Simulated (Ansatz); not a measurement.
Start from `[NH2][GaH][SiH3]` and change one atom or group to get `[BH2][GaH][SiH3]`.

Ansatz, PBE0-D4/def2-TZVP geometries, multiplicity 1. Each molecule was computed in one conformer, which needn't be the lowest.

Scalar relativity is left out up to krypton.

| property | `[NH2][GaH][SiH3]` |
| --- | --- |
| HOMO–LUMO gap (PBE0/def2-TZVPP) / eV | 6.31 |
| LUMO energy (B3LYP/def2-TZVPP) / eV | -1.38 |
| HOMO–LUMO gap (PBE/def2-TZVPP) / eV | 4.26 |
| LUMO energy (PBE/def2-TZVPP) / eV | -1.91 |
| HOMO energy (PBE0/def2-TZVPP) / eV | -7.47 |
| HOMO energy (B3LYP/def2-TZVPP) / eV | -7.24 |

Q: Give the same properties after the change, and the shifts. (An estimate is asked.)

A: The calculation gave: 
```csv
property,`[BH2][GaH][SiH3]`,shift
HOMO–LUMO gap (PBE0/def2-TZVPP) / eV,4.93,-1.38
LUMO energy (B3LYP/def2-TZVPP) / eV,-2.47,-1.09
HOMO–LUMO gap (PBE/def2-TZVPP) / eV,2.95,-1.31
LUMO energy (PBE/def2-TZVPP) / eV,-3.23,-1.32
HOMO energy (PBE0/def2-TZVPP) / eV,-7.21,0.26
HOMO energy (B3LYP/def2-TZVPP) / eV,-7.01,0.23
```

With PBE0 the HOMO rises by 0.26 eV and the LUMO falls by 1.11 eV, so the gap narrows by about 1.37 eV. PBE moves the HOMO by -0.01 eV and ωB97M-V by 0.46 eV.

B3LYP here is the variant with VWN-RPA as its local correlation; programs differ in this.
